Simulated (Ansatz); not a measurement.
Geometry optimisation, RKS PBE0/cc-pVDZ in Ansatz.

Input file:

```yaml
crystal:
  periodic: [false, false, false]
  atoms:
    - { symbol: B, position_ang: [0.033765, 0.475996, -0.410163] }
    - { symbol: O, position_ang: [-0.070272, -0.210516, 2.09276] }
    - { symbol: H, position_ang: [-1.012819, -0.20684, 2.310071] }
    - { symbol: F, position_ang: [1.211142, -0.059435, -0.661784] }
    - { symbol: H, position_ang: [-0.995622, -0.08477, -0.654885] }
    - { symbol: Cl, position_ang: [0.006128, 2.232804, 0.098101] }
    - { symbol: H, position_ang: [0.180479, 0.737462, 2.1854] }
basis:
  gaussian: { orbitals: cc-pVDZ }
hamiltonian:
  xc: pbe0
relax:
  f_tol: 0.03
  max_steps: 50
```

Run as:

```bash
$ ansatz run input.yaml --threads 1 --pin off --max-ram 2048MiB --backend cpu --events-out ev --progress --plain --runs-dir out
```

Problem. Where does it end, and by what steps?

Solution. The forces met the threshold. The force dipped under the threshold on the way, but the program's further checks kept it going. After 33 steps the energy has fallen by 0.431 eV; H7 moved furthest, 1.10 Å. Joined: B1–O2 (2.60 → 1.71 Å).

```csv
step,energy less start (eV),largest force component (eV/Å),accepted
0,0.0000,0.881,yes
2,-0.2106,1.542,yes
4,-0.3866,0.314,yes
6,-0.3944,0.143,yes
8,-0.4010,0.167,yes
10,-0.4021,0.048,yes
12,-0.4037,0.123,yes
14,-0.4042,0.159,yes
16,-0.4045,0.183,yes
18,-0.4059,0.170,yes
20,-0.4085,0.024,yes
22,-0.4096,0.093,yes
24,-0.4123,0.266,yes
26,-0.4268,0.089,yes
28,-0.4238,0.476,no
30,-0.4300,0.147,no
32,-0.4301,0.109,no
33,-0.4305,0.014,yes
```

```xyz
7
Properties=species:S:1:pos:R:3
B -0.086 0.398 0.001
O -0.362 -0.059 1.624
H -0.607 0.776 2.064
F 1.269 0.207 -0.088
H -0.801 -0.321 -0.646
Cl -0.583 2.169 0.044
H 0.522 -0.285 1.961
```

Whether the end is a true minimum wasn't checked by a vibrational analysis.

The run took 120 s on 1 thread of Arm Neoverse V1 (shared host), peak memory 0.14 GiB.
